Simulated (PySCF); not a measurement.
TaS(OH)3 (singlet state).
Structure used (PBE0-D3(BJ)/def2-SVP), in Å, numbered top down from 1:
```xyz
8
H3O3STa angstrom
Ta    -0.0007   -0.0021    0.0561
S      0.0117   -0.0419    2.2287
O      1.7606    0.2752   -0.5824
H      2.6239    0.4132   -0.1837
O     -1.1144    1.4035   -0.5500
H     -1.6687    2.0817   -0.1558
O     -0.6525   -1.6543   -0.6033
H     -0.9599   -2.4752   -0.2095
```

The calculation used PBE0-D3(BJ)/def2-SVP geometry optimisation, gas phase, def2 core potentials past Kr (PySCF 2.14.0).

Q: Which atoms are bound to Ta1, and at what distances?

A: 4 atoms: O5 1.893 Å, O3 1.894 Å, O7 1.895 Å, S2 2.173 Å. The nearest atom not counted as bound is H8, at 2.67 Å (others tie with it).

Q: List the angles at Ta1.

A: 
| angle | degrees | distance of the outer atoms (Å) |
| --- | --- | --- |
| S2–Ta1–O5 | 109.7 | 3.33 |
| S2–Ta1–O3 | 109.5 | 3.33 |
| S2–Ta1–O7 | 109.5 | 3.33 |
| O5–Ta1–O7 | 109.5 | 3.09 |
| O3–Ta1–O5 | 109.3 | 3.09 |
| O3–Ta1–O7 | 109.3 | 3.09 |

Q: What is the shape at Ta1?

A: Tetrahedral: angles from 109.3° to 109.7°; τ4 = (360° − α − β)/141° = 1.00 with α and β the two widest (0 for a square, 1 for a tetrahedron).

Q: What are the other bond lengths?

A: O3–H4, O5–H6, O7–H8 0.961 Å.

Charge 0, singlet. Stationary, but not proved a minimum.

On an Arm Neoverse N1 with one thread, no GPU, shared host, this took 88 s. These figures are those of the optimisation.
